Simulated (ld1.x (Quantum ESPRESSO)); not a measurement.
## What the settings do to the PAW potential of Ne (Z = 10)

Base potential:

ld1.x (Quantum ESPRESSO) 7.5 input, shortened:

```
&input
   title='Ne', zed=10., rel=0, dft='PBE', iswitch=3,
   config='[Ne] 3d-2'
 /
 &inputp
   pseudotype=3, lpaw=.true., tm=.true., lloc=-1, rcloc=0.25,
   nlcc=.false.,
   which_augfun='PSQ', rmatch_augfun_nc=.true.
 /
6
1S  1  0   2.00   0.00  0.30  0.35  0.0
2S  2  0   2.00   0.00  0.30  0.35  0.0
2P  2  1   6.00   0.00  0.95  1.05  0.0
2P  2  1   0.00  -0.60  0.95  1.05  0.0
3D  3  2  -2.00   0.30  0.80  0.90  0.0
3D  3  2  -2.00   2.80  0.80  0.90  0.0
 &test
   configts(1)='1s2 2s2 2p6'
 /
```

Cutoffs, loose and tight: the cutoffs (Ry, on a coarse ladder) from which the occupation-weighted sum of valence levels, in a spherical-Bessel basis at the reference potential, stays within 10 and 1 mRy of its value at 400 Ry. They do not see the model core or the augmentation charge, which bear on the density cutoff. Test errors are all-electron minus pseudo excitation energies from the reference, over the configurations 1s2 2s2 2p5; 1s2 2s2 2p4; 1s2 2s2 2p3; 1s2 2s2 2p2; 1s1 2s2 2p6; 1s2 2s2 2p5.5; 1s2 2s1 2p6. A dash means not determined; rows that change the core or the reference have their own tests.

Cutoffs are not given where the Bessel-basis levels miss the radial ones by over 6 mRy, ghosts where they miss by over 20 mRy; a channel whose overlap is not positive is not tested.

A file whose overlap is not positive is unfit for use, and its test errors describe a broken file.

```csv
change,outcome,"cutoff, loose","cutoff, tight",bound ghosts,largest test error (meV)
base,"generated, overlap not positive",–,–,not determined (overlap not positive),-409
local potential all-electron potential smoothed inside 0.90 bohr (lloc = -1),failed: new_paw_hamiltonian: negative rho,–,–,–,–
local potential all-electron potential smoothed inside 0.98 bohr (lloc = -1),failed: new_paw_hamiltonian: negative rho,–,–,–,–
"augmentation BESSEL, radius 0.25 bohr","generated, overlap not positive",–,–,not determined (overlap not positive),-79
"waves 3d channel at 0.3 Ry: rcut 0.80, rcutus 0.98 bohr; 3d channel at 2.8 Ry: rcut 0.80, rcutus 0.98 bohr","generated, overlap not positive",–,–,not determined (overlap not positive),-409
"all radii scaled by about 1.09 (s 0.38, p 1.14, d 0.98 bohr, rcut 0.32/1.04/0.88); local potential all-electron potential smoothed inside 0.28 bohr (lloc = -1)","generated, overlap not positive",–,–,not determined (overlap not positive),-614
"core [He], valence charge 8; reference 2s2 2p6; waves now 2s (bound): rcut 0.75, rcutus 0.85 bohr; 2s channel at -0.7 Ry: rcut 0.75, rcutus 0.85 bohr; 2p (bound): rcut 1.35, rcutus 1.50 bohr; 2p channel at -0.6 Ry: rcut 1.35, rcutus 1.50 bohr; 3d channel at 0.3 Ry: rcut 1.10, rcutus 1.30 bohr; local potential all-electron potential smoothed inside 1.00 bohr (lloc = -1); core correction Bessel-smoothed model core inside 0.40 bohr",generated,45 Ry,70 Ry,none,-231
"waves 1s (bound): rcut 0.30, rcutus 0.40 bohr; 2s (bound): rcut 0.30, rcutus 0.40 bohr","generated, overlap not positive",–,–,not determined (overlap not positive),-359
"waves 2p (bound): rcut 0.94, rcutus 1.00 bohr; 2p channel at -0.6 Ry: rcut 0.94, rcutus 1.00 bohr","generated, overlap not positive",–,–,not determined (overlap not positive),-330
"functional LDA (PZ); removed wave 3d channel at 2.8 Ry: rcut 0.80, rcutus 0.90 bohr","generated, overlap not positive",–,–,not determined (overlap not positive),-422
"wave 3d channel at 0.3 Ry: rcut 0.80, rcutus 0.90 bohr becomes 3d channel at 4.11 Ry: rcut 0.80, rcutus 0.90 bohr","generated, overlap not positive",–,–,not determined (overlap not positive),-409
"wave 3d channel at 0.3 Ry: rcut 0.80, rcutus 0.90 bohr becomes 3d channel at 0.31 Ry: rcut 0.80, rcutus 0.90 bohr","generated, overlap not positive",–,–,not determined (overlap not positive),-409
```
